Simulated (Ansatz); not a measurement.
`Cl[C@H](Br)[C@H](Cl)Br` + H–F → `FC(Cl)Br` + `ClCBr`  (substitution at a C–C bond)

Calculated with Ansatz (gas phase, PBE0-D4/def2-TZVP geometries, no zero-point term in ΔE). CCSD(T)/CBS is the MP2 limit (def2-TZVPP, def2-QZVPP) plus CCSD(T) − MP2 in def2-TZVPP, frozen cores. This one scheme is used for every species. For Br outer-core shells are correlated without core-valence functions, which leaves a few kJ/mol of doubt a bond. Scalar relativity is left out up to krypton. One conformer a species, not always the lowest.

```csv
species,CCSD/def2-TZVPP energy (Eh)
`Cl[C@H](Br)[C@H](Cl)Br`,-6142.07530
H–F,-100.33828
`FC(Cl)Br`,-3170.76102
`ClCBr`,-3071.63666
```

Problem. Work out ΔE.

Solution. ΔE = (-3170.76102) + (-3071.63666) − (-6142.07530) − (-100.33828) = 0.01590 Eh = +41.7 kJ/mol. CCSD(T)/CBS gives +55.2 kJ/mol.

Largest T1 diagnostic among the species: 0.009.

The D4 term adds +20.9 kJ/mol with B3LYP and +11.4 kJ/mol with PBE0; it sums over pairs of atoms, weighted by their polarisabilities, and B3LYP, whose exchange is more repulsive, gets the larger term. Leaving LDA and LC-ωPBE aside and taking each functional with its dispersion term where it has one, the values, not all of them listed here, spread over 19.4 kJ/mol, from CAM-B3LYP-D4 to PBE-QIDH. LDA lies +19.1 kJ/mol from PBE without D4.

B3LYP here is the variant with VWN-RPA as its local correlation; programs differ in this.
